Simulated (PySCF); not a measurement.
C₂H₃F₃Sn, SMILES [F][Sn]([CH]=C)([F])[F].

Coordinates come from a r2SCAN-D4/def2-SVP optimisation. The structure was generated by enumeration; whether it is a known compound was not checked. The def2 effective core potentials stand for the cores of Sn; spin–orbit coupling is left out. One conformer was computed; it need not be the lowest.

Two levels are set side by side: TDA-PBE/def2-SVPD (PySCF) and TDA-PBE0/def2-SVPD (PySCF). Vertical, same geometry. The lowest singlet is HOMO→LUMO 99 % with PBE and HOMO→LUMO 97 % with the other functional; states are paired by order. Differences are taken from unrounded values.

| quantity | TDA-PBE |
|---|---|
| lowest singlet excitation (eV) | 5.24 |
| lowest triplet excitation (TDA) (eV) | 4.42 |
| first bright state (f over 0.05) (eV) | 6.13 |
| its oscillator strength | 0.15 |

**Question.** These are the TDA-PBE values. What does TDA-PBE0 give? (An estimate is asked for; the answer gives what the named calculation found.)

**Answer.** 
```
quantity                               TDA-PBE0  TDA-PBE minus TDA-PBE0
-------------------------------------  --------  ----------------------
lowest singlet excitation (eV)             5.91                   -0.67
lowest triplet excitation (TDA) (eV)       4.27                    0.16
first bright state (f over 0.05) (eV)      7.05                   -0.92
its oscillator strength                    0.36                   -0.21
```

Functionals without exact exchange tend to place singlet excitations lower, as here. Differences between two approximate levels are no errors against the true value.

Rough cost on one machine, each run with all the roots and properties that it gave: TDA-PBE0 against TDA-PBE about 2 times.
